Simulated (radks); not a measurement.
Neutral bismuth inside a hard spherical wall (all orbitals vanish at R), configuration held at [Hg] 6p3 and not refilled when levels cross. Method: scalar-relativistic Kohn-Sham, PBE, spin-polarised, spherical densities, point nucleus; open shells are filled with parallel spins first (spin-orbit coupling, left out, can overturn this in heavy ions); computed with a radial shooting solver on a logarithmic mesh with Libxc functionals. Eigenvalues in eV for spin up, with the zero of energy where the potential of the charges vanishes at infinity; a dash marks a level that is unbound or too diffuse for the functional's potential to be trusted. A positive occupied level is held by the wall or, in an anion where self-interaction has pushed it up, behind a barrier. The pressure on the wall is -dE/dV.

R (bohr) = free: E (hartree) -21530.8208; kinetic (hartree) 24432.373; e(5p) -95.638; e(5d) -26.967; e(6s) -14.969; e(6p) -5.179; e(7s, empty) -; e(6d, empty) -; pressure (GPa) 0
R (bohr) = 15: E (hartree) -21530.8208; kinetic (hartree) 24432.373; e(5p) -95.638; e(5d) -26.966; e(6s) -14.969; e(6p) -5.179; e(7s, empty) -0.743; e(6d, empty) 0.770; pressure (GPa) < 0.0001
R (bohr) = 10: E (hartree) -21530.8204; kinetic (hartree) 24432.377; e(5p) -95.604; e(5d) -26.933; e(6s) -14.940; e(6p) -5.152; e(7s, empty) -0.182; e(6d, empty) 1.555; pressure (GPa) 0.0110
R (bohr) = 8: E (hartree) -21530.8165; kinetic (hartree) 24432.408; e(5p) -95.405; e(5d) -26.739; e(6s) -14.780; e(6p) -4.992; e(7s, empty) 1.080; e(6d, empty) 2.628; pressure (GPa) 0.183
R (bohr) = 2.5: E (hartree) -21523.6095; kinetic (hartree) 24461.818; e(5p) -63.415; e(5d) 3.728; e(6s) 25.817; e(6p) 50.740; e(7s, empty) 158.03; e(6d, empty) 92.522; pressure (GPa) 5350
R (bohr) = 2: E (hartree) -21509.6304; kinetic (hartree) 24512.981; e(5p) -34.630; e(5d) 35.257; e(6s) 85.455; e(6p) 125.55; e(7s, empty) 321.23; e(6d, empty) 186.85; pressure (GPa) 29100
R (bohr) = 1.5: E (hartree) -21453.2924; kinetic (hartree) 24697.324; e(5p) 42.966; e(5d) 128.65; e(6s) 285.84; e(6p) 356.14; e(7s, empty) 766.65; e(6d, empty) 446.85; pressure (GPa) 232000
